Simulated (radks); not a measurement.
Problem. Radial electron density D(r) = 4 pi r^2 rho(r) of an atom or ion with 41 electrons. All-electron calculation, scalar-relativistic Kohn-Sham, LDA (Slater exchange, Perdew-Wang correlation), spin-polarised, spherical densities, finite nucleus; Fermi nuclear charge, rms radius of each element as measured or else 0.836 A^(1/3) + 0.57 fm. Program: a radial shooting solver on a logarithmic mesh with Libxc functionals.

r (bohr)  D(r) (e/bohr)  spin D(r)
0.004102          8.718   0.000828
0.00556           13.82    0.00129
0.007535          21.00    0.00192
0.01013           29.90    0.00260
0.01373           39.89    0.00315
0.01861           48.24    0.00304
0.02522           51.68    0.00164
0.03418           48.88   -0.00116
0.04595           44.18   -0.00336
0.06227           45.87   0.000816
0.0844            56.70     0.0224
0.1144            63.57     0.0770
0.1538            53.69      0.177
0.2084            39.93      0.319
0.2825            43.28      0.394
0.3828            47.01      0.240
0.5188            30.51    0.00317
0.6975            13.75      0.208
0.9453            10.42       1.03
1.281             9.203       1.82
1.736             5.035       1.96
2.334             2.219       1.58
3.164             1.047      0.991
4.288            0.4313      0.429
5.811            0.1067      0.107
7.876           0.01245     0.0125
10.59         0.0006114   0.000611

What is the nuclear charge?

Solution. Z = 41. The innermost maximum, from 1s, lies near gamma/Z bohr with gamma = sqrt(1 - (Z/c)^2) = 0.954, here 0.0233 bohr (found: 0.0254), and its height grows with Z. The density is that of neutral niobium in [Kr] 4d4 5s1; the configuration itself is not fixed sharply by these data, and Z only to a few units. D(r) has 4 maxima, at r = 0.0254, 0.113, 0.353, 1.000 bohr, and minima at 0.0510, 0.228, 0.916 bohr, inside which lie 2.03, 11.10, 29.55 electrons.
